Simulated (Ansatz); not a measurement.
Geometry optimisation, UKS PBE-D4/STO-3G (Ansatz 0.2.0).

The input (input.yaml):

```yaml
crystal:
  periodic: [false, false, false]
  atoms:
    - { symbol: "N", position_ang: [-1.2567, 1.0863, 1.2137] }
    - { symbol: C, position_ang: [-0.3881, 0.3129, 0.5441] }
    - { symbol: C, position_ang: [-0.5999, -1.0187, 0.5073] }
    - { symbol: Si, position_ang: [0.5033, -2.3624, -0.2256] }
    - { symbol: Si, position_ang: [1.1087, 1.2263, -0.297] }
    - { symbol: S, position_ang: [0.2704, 3.0581, -1.0979] }
    - { symbol: H, position_ang: [-1.3366, 2.0849, 0.8372] }
    - { symbol: H, position_ang: [-2.1841, 0.7295, 1.3265] }
    - { symbol: H, position_ang: [-1.429, -1.4178, 1.0706] }
    - { symbol: H, position_ang: [0.3338, -2.3012, -1.6769] }
    - { symbol: H, position_ang: [1.8419, -2.2258, 0.1939] }
    - { symbol: H, position_ang: [-0.0639, -3.6776, 0.2574] }
    - { symbol: H, position_ang: [0.91921, 4.05641, -0.40017] }
    - { symbol: H, position_ang: [1.6371, 0.4455, -1.3815] }
    - { symbol: H, position_ang: [-0.548, 2.4146, -1.9593] }
magnetization:
  spin_polarized: true
basis:
  gaussian: { orbitals: STO-3G }
hamiltonian:
  xc: pbe
  dispersion: d4
relax:
  f_tol: 0.02
  max_steps: 50
output:
  orbitals: {}
```

Run as:

```bash
$ ansatz run input.yaml --threads 1 --pin off --max-ram 2048MiB --backend cpu --events-out ev --progress --plain --runs-dir out
```

Where does it end, and by what steps?

The forces met the threshold. Limits of this set-up: minimal basis. After 40 steps the energy has fallen by 4.030 eV; H13 moved furthest, 2.41 Å.

```csv
step,energy less start (eV),largest force component (eV/Å),accepted
0,0.0000,5.448,yes
2,-1.4230,1.166,yes
4,-2.5179,2.479,yes
6,-3.4722,1.876,yes
8,-3.8364,0.580,yes
10,-3.9253,0.138,yes
12,-3.9366,0.128,yes
14,-3.9418,0.101,yes
16,-3.9437,0.268,yes
18,-3.9489,0.105,yes
20,-3.9516,0.108,yes
22,-3.9545,0.104,yes
24,-3.9567,0.114,yes
26,-3.9604,0.045,yes
28,-3.9656,0.153,yes
30,-3.9841,0.256,yes
32,-3.9938,0.778,yes
34,-3.8407,1.694,no
36,-4.0278,0.090,yes
38,-4.0292,0.114,no
40,-4.0302,0.007,yes
```

```xyz
15
Properties=species:S:1:pos:R:3
N -1.393 1.015 1.983
C -0.486 0.511 0.967
C -0.674 -0.760 0.492
Si 0.439 -1.655 -0.683
Si 0.978 1.741 0.602
S 0.027 2.082 -1.595
H -1.537 2.060 1.893
H -2.344 0.548 1.954
H -1.565 -1.318 0.836
H 0.655 -0.870 -1.910
H 1.760 -1.992 -0.166
H -0.196 -2.891 -1.117
H 1.175 2.499 -2.226
H 1.790 0.645 -0.028
H 0.180 0.795 -2.089
```

Whether the end is a true minimum wasn't checked by a vibrational analysis.

Run time: 4 min on 1 thread of Arm Neoverse V2 (shared host), peak memory 0.19 GiB.
